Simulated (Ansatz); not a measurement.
The molecule BeC+, multiplicity 4 (lowest of 2S+1 = 2, 4 at CCSD(T)/def2-TZVPP on PBE0 minima; our sources give no spin for the ground state, which may be another).

Seven points along R, fitted to fifth degree in 1/R; most abundant isotopes. In def2 and cc sets the state is the lowest found near the PBE0 minimum, followed along R.

Programs: Ansatz (Gaussian basis) for Hartree–Fock, density functionals and correlated methods. Each number belongs to the level named beside it.

Energies at CAM-B3LYP/def2-TZVPP:

| R (Å) | E (hartree) |
|---|---|
| 1.470063 | -52.24124478 |
| 1.509581 | -52.24485578 |
| 1.545937 | -52.24650009 |
| 1.587035 | -52.24674361 |
| 1.628134 | -52.24557052 |
| 1.675555 | -52.24280317 |
| 1.730880 | -52.23810250 |

Problem. With a reduced mass of 5.1468 u, find the minimum, the force constant and the constants.

Solution. A fifth-degree polynomial in 1/R puts the minimum at r_e = 1.5726 Å with force constant 391 N/m. Then ω_e = (1/2πc)√(k/μ) = 1136 cm⁻¹ and B_e = h/(8π²cμr_e²) = 1.324 cm⁻¹; the cubic and quartic terms give α_e = 0.014 and ω_e x_e = 8.7 cm⁻¹.

Ansatz is a program for electronic structure.
